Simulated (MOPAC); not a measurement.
MOPAC input (PM7):

```
PM7 1SCF UHF MS=0.5 GEO-OK AUX(PRECISION=9) THREADS=1
H2Cl3Si2

Si    2.24447700 1   -0.20178400 1    0.48718400 1
Si   -0.01344100 1    0.00248600 1   -0.00009900 1
Cl   -0.52484900 1   -0.83749200 1   -1.80852300 1
Cl   -1.12153700 1   -0.92371800 1    1.46046100 1
Cl   -0.52869400 1    1.98993100 1   -0.05989300 1
H     2.65498900 1   -1.62134400 1    0.61046900 1
H     3.08685700 1    0.52326600 1   -0.49440600 1
```

From the output:

```
                                                       MOPAC v23.2.5 Linux

          FINAL HEAT OF FORMATION =        -81.44297 KCAL/MOL =    -340.75737 KJ/MOL

          COSMO AREA              =        163.47 SQUARE ANGSTROMS
          COSMO VOLUME            =        167.24 CUBIC ANGSTROMS

          IONIZATION POTENTIAL    =         10.298585 EV
          ALPHA SOMO LUMO (EV)    =        -10.299 -1.614
          BETA  SOMO LUMO (EV)    =        -11.268 -1.946
          NO. OF ALPHA ELECTRONS  =         16
          NO. OF BETA  ELECTRONS  =         15
          MOLECULAR WEIGHT        =        164.5458         POINT GROUP:  Cs

          MOLECULAR DIMENSIONS (Angstroms)

            Atom       Atom       Distance
            H     6   Cl     5     4.86071
            H     7   Cl     4     4.65110
           Cl     3   Si     1     3.01132

          SCF CALCULATIONS        =          1

   ATOM   CHEMICAL          X               Y               Z
  NUMBER   SYMBOL      (ANGSTROMS)     (ANGSTROMS)     (ANGSTROMS)

     1      Si          2.24447700  *  -0.20178400  *   0.48718400  *
     2      Si         -0.01344100  *   0.00248600  *  -0.00009900  *
     3      Cl         -0.52484900  *  -0.83749200  *  -1.80852300  *
     4      Cl         -1.12153700  *  -0.92371800  *   1.46046100  *
     5      Cl         -0.52869400  *   1.98993100  *  -0.05989300  *
     6       H          2.65498900  *  -1.62134400  *   0.61046900  *
     7       H          3.08685700  *   0.52326600  *  -0.49440600  *

                             CARTESIAN COORDINATES

   1   Si        2.244477000    -0.201784000     0.487184000
   2   Si       -0.013441000     0.002486000    -0.000099000
   3   Cl       -0.524849000    -0.837492000    -1.808523000
   4   Cl       -1.121537000    -0.923718000     1.460461000
   5   Cl       -0.528694000     1.989931000    -0.059893000
   6    H        2.654989000    -1.621344000     0.610469000
   7    H        3.086857000     0.523266000    -0.494406000

           Empirical Formula: H2 Si2 Cl3  =     7 atoms

      MOLECULAR POINT GROUP   :   Cs

          ALPHA EIGENVALUES
 -27.22159 -25.78458 -25.77843 -18.96463 -15.66411 -14.60264 -14.56683 -13.64591
 -13.31407 -12.48685 -12.46752 -11.92514 -11.91313 -11.71465 -11.30516 -10.29859
  -1.61412  -1.59852  -1.20192   1.86215   2.23874   5.51722  17.90310  18.07092
  18.90728  19.14210  19.49325  20.71927  20.85563  20.93019  21.71280  21.98560
  68.59775  68.61216  68.70170  68.81900  68.82278  69.15065  69.45898  69.46750
  69.79489  69.79539  70.01477  70.22622  70.23539  70.38946  70.71016

           BETA EIGENVALUES
 -27.19777 -25.77156 -25.74828 -18.80299 -15.63780 -14.59854 -14.53687 -13.64876
 -13.31011 -12.46831 -12.46292 -11.91582 -11.91423 -11.71312 -11.26839  -1.94555
  -1.59908  -1.27244  -0.96255   1.89786   2.26178   5.78493  18.14178  18.18979
  19.14293  19.29234  19.61110  20.81631  20.98269  21.01201  21.84455  22.05585
  68.60342  68.61448  68.70486  68.82084  68.82542  69.15135  69.46206  69.46915
  69.79725  69.79765  70.01828  70.22692  70.23653  70.39466  70.70989

              NET ATOMIC CHARGES AND DIPOLE CONTRIBUTIONS

  ATOM NO.   TYPE          CHARGE      No. of ELECS.   s-Pop       p-Pop       d-Pop
    1         Si           0.062321        3.9377     0.94843     2.91934     0.06991
    2         Si           0.275782        3.7242     0.87320     2.64189     0.20912
    3         Cl          -0.147459        7.1475     1.98161     5.16354     0.00231
    4         Cl          -0.148955        7.1490     1.98159     5.16506     0.00231
    5         Cl          -0.148917        7.1489     1.98159     5.16502     0.00231
    6          H           0.053610        0.9464     0.94639
    7          H           0.053618        0.9464     0.94638
 DIPOLE           X         Y         Z       TOTAL
 POINT-CHG.     3.685    -0.509     0.454     3.748
 HYBRID        -1.222     0.431     0.359     1.345
 SUM            2.463    -0.078     0.813     2.595

          ATOMIC ORBITAL ELECTRON POPULATIONS

     Atom    s        px        py        pz      x^2-y^2     xz        z^2       yz        xy
    1 Si   0.94843   0.88085   1.03608   1.00240   0.02379   0.01501   0.00937   0.00783   0.01391
    2 Si   0.87320   1.08690   0.77133   0.78367   0.04514   0.03412   0.04608   0.04897   0.03480
    3 Cl   1.98161   1.89384   1.83255   1.43714   0.00023   0.00055   0.00074   0.00065   0.00014
    4 Cl   1.98159   1.74060   1.80545   1.61901   0.00038   0.00064   0.00045   0.00053   0.00032
    5 Cl   1.98159   1.89955   1.33113   1.93434   0.00078   0.00007   0.00043   0.00041   0.00062
    6  H   0.94639
    7  H   0.94638

                    (SZ)    =    0.500000
                    (S**2)  =    0.750768

          ATOMIC ORBITAL SPIN POPULATIONS

    Atom   Total    s     px     py     pz   x^2-y^2  xz     z^2    yz     xy
         Atomic
    1 Si  1.0217  0.080  0.041  0.174  0.728 -0.000 -0.000 -0.001 -0.001  0.000
    2 Si -0.0136 -0.003 -0.011 -0.001 -0.003  0.000  0.002  0.000  0.000  0.001
    3 Cl  0.0081 -0.000  0.004  0.000  0.004  0.000  0.000 -0.000 -0.000 -0.000
    4 Cl  0.0028 -0.000  0.002  0.001 -0.000  0.000 -0.000  0.000 -0.000  0.000
    5 Cl  0.0027 -0.000  0.001  0.002  0.000  0.000  0.000  0.000  0.000  0.000
    6  H -0.0109 -0.011
    7  H -0.0109 -0.011

 **********************
 *                    *
 * JOB ENDED NORMALLY *
 *                    *
 **********************

 == MOPAC DONE ==
```

The geometry given is a B3LYP-D3(BJ)/def2-TZVP minimum.
